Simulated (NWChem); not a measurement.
System: C$_{5}$H$_{5}$F; SMILES C=C(F)C#CC

Computed with NWChem. Pople sets run with spherical d functions. All runs use the structure optimised with B3LYP/6-31G* (spherical d). Level: M06-2X/6-31G* with COSMO at NWChem's default radii, gas-phase geometry; rows give the dielectric constant.

```tsv
dielectric constant	electrostatic solvation energy (kcal/mol)	dipole in solution (D)
1.5	-1.1	2.36
2.0	-1.7	2.45
3.9	-2.6	2.59
20.7	-3.4	2.72
78.4	-3.6	2.75
```
